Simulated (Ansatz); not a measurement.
`C[NH][Ga]([Cl])[Cl]` + H₂O → `[OH][Ga]([Cl])[Cl]` + CH₃NH₂  (formal hydrolysis of a Ga–N bond)

Isolated molecules relaxed with PBE0-D4/def2-TZVP in Ansatz; ΔE leaves out vibrations. CCSD(T)/CBS adds triple-zeta CCSD(T) − MP2 to the extrapolated MP2 energy (def2 sets, frozen cores). This one scheme is used for every species. DFT in def2-TZVPP. For Ga outer-core shells are correlated without core-valence functions, which leaves a few kJ/mol of doubt a bond. Scalar relativity is left out up to krypton. One conformer a species, not always the lowest.

```json
{"species": "`C[NH][Ga]([Cl])[Cl]`", "B97M-V energy (Eh)": "-2940.09978"}
{"species": "H₂O", "B97M-V energy (Eh)": "-76.43622"}
{"species": "`[OH][Ga]([Cl])[Cl]`", "B97M-V energy (Eh)": "-2920.65743"}
{"species": "CH₃NH₂", "B97M-V energy (Eh)": "-95.88451"}
```

(1) Work out ΔE.

Largest T1 diagnostic among the species: 0.012.

## Answers

(1) ΔE = (-2920.65743) + (-95.88451) − (-2940.09978) − (-76.43622) = -0.00594 Eh = -15.6 kJ/mol. CCSD(T)/CBS gives -0.9 kJ/mol.

From BLYP to BHLYP (50 % exact exchange), in def2-TZVPP and without D4, ΔE moves by +4.2 kJ/mol. In def2-TZVPP, CCSD(T) changes the Hartree–Fock value by +12.3 kJ/mol (the triples alone add +1.1 kJ/mol) and MP2 by +14.6 kJ/mol. At CCSD(T), def2-SVP lies −10.3 kJ/mol from the extrapolated value and def2-TZVPP −5.8 kJ/mol.
